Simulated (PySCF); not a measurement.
## Ions at one geometry of [Y(NH2)2]+

PySCF 2.14.0, RKS PBE0, Y def2-SVP with ECP28, N def2-SVP, H def2-SVP; non-relativistic Hamiltonian with scalar-relativistic core potentials where named; density fitting; no spin-orbit coupling; singlets restricted, open shells unrestricted. The geometry is relaxed for charge +1, singlet, vacuum:

```xyz
7

Y     0.0000    0.7888   -0.1038
N     1.6436    0.0366    0.8645
H     1.5895   -0.6083    1.6564
H     2.6388    0.1929    0.6916
N    -1.6436    0.0366    0.8645
H    -2.6388    0.1929    0.6916
H    -1.5895   -0.6083    1.6564
```

Energies count from the relaxed state; an electron taken off or put on is at rest in vacuum. Charges and spins are Mulliken's.

```json
{"state": "charge +1, singlet, vacuum", "energy (eV)": "0.00", "spin squared": "0.00", "charge on Y1 (e)": "1.15", "spin on Y1 (e)": "0.00", "dipole about the centre of mass (D)": "3.39"}
{"state": "charge +2, doublet, vacuum", "energy (eV)": "13.77", "spin squared": "0.79", "charge on Y1 (e)": "1.51", "spin on Y1 (e)": "-0.10", "dipole about the centre of mass (D)": "0.16"}
```

**Question.** What does the state charge 0, doublet, vacuum give?

**Answer.** energy (eV) -5.21, spin squared 0.75, charge on Y1 (e) 0.35, spin on Y1 (e) 1.04, dipole about the centre of mass (D) 0.96.

With an electron taken off (doublet) the charges change, summed by element, by Y +0.36 e, N +0.36 e, H +0.28 e. The vertical ionisation energy is 13.77 eV, against −ε(HOMO) = 11.65 eV of the relaxed state. The level lies 2.1 eV too high, as is usual for semilocal functionals and global hybrids, which keep a self-interaction error.

With an electron put on (doublet) the charges change, summed by element, by Y -0.79 e, N -0.02 e, H -0.18 e. The vertical electron affinity is 5.21 eV, against −ε(LUMO) = 6.64 eV of the relaxed state.

Open shells may have lower solutions than those found.
